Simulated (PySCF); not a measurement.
SMILES C[SiH](C)C[SiH2]N, GFN2-xTB optimised geometry.

```
19

Si    -0.93    -0.74    -1.93
C     -1.37    -1.91    -3.37
C     -1.95    -1.22    -0.40
C      0.93    -0.86    -1.56
Si     1.54     0.03     0.00
N      0.81     1.59     0.00
H     -1.28     0.64    -2.34
H     -1.15    -2.94    -3.12
H     -0.80    -1.67    -4.27
H     -2.42    -1.85    -3.62
H     -3.01    -1.19    -0.60
H     -1.74    -0.54     0.42
H     -1.70    -2.22    -0.06
H      1.21    -1.91    -1.47
H      1.48    -0.48    -2.42
H      1.07    -0.61     1.24
H      3.01     0.03     0.00
H      1.02     2.22     0.75
H      0.76     2.10    -0.87
```

Density from PBE0/def2-SVP run with PySCF 2.14.0 at that geometry.

Minimum of the electron density along straight lines between bonded atoms, close to the bond critical point (lines longer than 1.1 times the sum of covalent radii, or with two minima, are not listed):

```
bond     length / Å  ρ at the minimum / e bohr⁻³  ∇²ρ there / e bohr⁻⁵  position (fraction from the first atom)
-------  ----------  ---------------------------  --------------------  ---------------------------------------
Si1–C2        1.906                        0.110                  0.32                                     0.38
Si1–C3        1.900                        0.111                  0.31                                     0.38
Si1–C4        1.904                        0.108                  0.32                                     0.38
C4–Si5        1.896                        0.110                  0.31                                     0.62
Si5–N6        1.723                        0.123                  0.75                                     0.40
Si1–H7        1.477                        0.115                  0.32                                     0.49
C2–H8         1.086                        0.271                 -0.96                                     0.62
C2–H9         1.086                        0.271                 -0.96                                     0.62
C2–H10        1.086                        0.271                 -0.97                                     0.62
C3–H11        1.086                        0.271                 -0.97                                     0.62
C3–H12        1.085                        0.273                 -0.98                                     0.63
C3–H13        1.086                        0.271                 -0.96                                     0.62
C4–H14        1.090                        0.266                 -0.91                                     0.62
C4–H15        1.090                        0.266                 -0.91                                     0.62
Si5–H16       1.465                        0.117                  0.33                                     0.49
Si5–H17       1.478                        0.115                  0.31                                     0.49
N6–H18        1.007                        0.332                 -1.53                                     0.76
N6–H19        1.007                        0.332                 -1.53                                     0.77
```
